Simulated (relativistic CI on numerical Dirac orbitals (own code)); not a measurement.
## Pt⁵⁺: O2,3 absorption edge

Computed with this model: Dirac-Coulomb-Breit CI, KLI orbitals optimised for each configuration, model QED, valence Slater integrals scaled by 0.8, multiplet model of core-to-valence dipole absorption; configurations [Xe] 4f14 5d5 → [Kr] 4d10 4f14 5s2 5p5 5d6; 10 K; Lorentzian 0.6 eV and Gaussian 0.3 eV FWHM. Energies are those of the free ion, without screening or charge transfer. The branching ratio is the share of the lower-energy edge in the whole absorption, uncertain by about 0.02 where the edges overlap. S is read from ⟨S²⟩ = S(S + 1).

Field parameters in Wybourne normalisation: D3d B²₀ = −7Dσ, B⁴₀ = −14Dq − 21Dτ, B⁴₃ = −14√(10/7) Dq; Oh B⁴₀ = 21Dq, B⁴₄ = √(5/14) B⁴₀; Td as Oh with Dq negative (B⁴₀ = 21Dq, B⁴₄ = √(5/14) B⁴₀). The field is a parameter set, without covalency.

Computed curve for D3d, 10Dq = 23100, Dσ = 670, Dτ = -390 cm⁻¹, scaled to 100 at the maximum (points under 2 are left out and the grid is thinned):

(Energy (eV), Intensity): (50.7, 2.1), (51.1, 4.2), (51.5, 6.8), (51.9, 10.0), (52.3, 11.1), (52.7, 6.2), (53.1, 5.3), (53.5, 7.1), (53.9, 13.4), (54.3, 22.8), (54.7, 24.7), (55.1, 25.2), (55.5, 32.1), (55.9, 28.5), (56.3, 21.8), (56.6, 25.6), (57.0, 46.0), (57.4, 82.7), (57.8, 99.9), (58.2, 75.7), (58.6, 47.4), (59.0, 41.4), (59.4, 37.7), (59.8, 32.9), (60.2, 26.0), (60.6, 26.4), (61.0, 27.8), (61.4, 27.0), (61.8, 22.3), (62.2, 19.0), (62.6, 17.2), (63.0, 12.7), (63.4, 10.8), (63.8, 13.1), (64.2, 12.9), (64.6, 11.3), (65.0, 10.9), (65.4, 9.5), (65.8, 8.0), (66.2, 6.0), (66.6, 5.5), (67.0, 4.1), (67.4, 2.5), (72.5, 2.5), (72.9, 3.9), (73.2, 7.0), (73.6, 12.5), (74.0, 13.0), (74.4, 7.7), (74.8, 6.7), (75.2, 9.2), (75.6, 11.6), (76.0, 13.4), (76.4, 10.8), (76.8, 7.9), (77.2, 6.1), (77.6, 5.3), (78.0, 5.0), (78.4, 3.3), (78.8, 2.0)

The ground state has S = 1.04, and the centroid lies at 60.62 eV.
